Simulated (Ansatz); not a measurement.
`C[SiH2][Se]C` + `[SiH3][SeH]` → `C[Se][Se][SiH3]` + `C[SiH3]` at 600 K and 1 bar (ligand exchange at the Se–Si bond).

Calculated with Ansatz (gas phase, PBE0-D4/def2-TZVP geometries, no zero-point term in ΔE). CCSD(T)/CBS adds triple-zeta CCSD(T) − MP2 to the extrapolated MP2 energy (def2 sets, frozen cores). This one scheme is used for every species. For Se outer-core shells are correlated without core-valence functions, which leaves a few kJ/mol of doubt a bond. Scalar relativity is left out up to krypton. Each species was taken in one conformer, which may not be the lowest.

```
          species  CCSD(T)/CBS energy (Eh)  H − E (kJ/mol)  S (J/(mol·K))
   `C[SiH2][Se]C`              -2770.73796           307.2          463.3
    `[SiH3][SeH]`              -2692.20088           124.0          341.5
`C[Se][Se][SiH3]`              -5132.18229           231.2          471.8
        `C[SiH3]`               -330.73916           199.7          315.0
```

H − E and S are ideal-gas, rigid-rotor, harmonic terms from PBE0-D4/def2-TZVP, for one conformer and one mirror image of each species. 1 Eh = 2625.50 kJ/mol, R = 8.31446 J/(mol·K).

Problem. By hand: ΔE, ΔH, ΔS and ΔG.

Solution. ΔE = (-5132.18229) + (-330.73916) − (-2770.73796) − (-2692.20088) = 0.01739 Eh = 45.7 kJ/mol. Δ(H − E) = 231.2 + 199.7 − 307.2 − 124.0 = -0.3, so ΔH = 45.4 kJ/mol. ΔS = 471.8 + 315.0 − 463.3 − 341.5 = -18.0 J/(mol·K). ΔG = 45.4 − 600 × (-18.0)/1000 = 56.2 kJ/mol.

Problem. By hand: the equilibrium constant, and the temperature at which ΔG would vanish if ΔH and ΔS stayed fixed.

Solution. log₁₀ K = −ΔG/(RT ln 10) = -4.9. ΔH and −TΔS have one sign here, so there is no such temperature.

ΔH outweighs TΔS. A doubt of 5 kJ/mol in ΔE shifts log₁₀ K by 0.4 here. Other conformers and mirror images would add mixing entropy, several J/(mol·K) or more a flexible species. Modes under 60 cm⁻¹, often nearly free rotors, make the harmonic entropy too high. These are equilibria of isolated gas molecules and say nothing of rates. Largest T1 diagnostic: 0.010 (customary marks: 0.02 for closed shells, 0.045 for open ones).
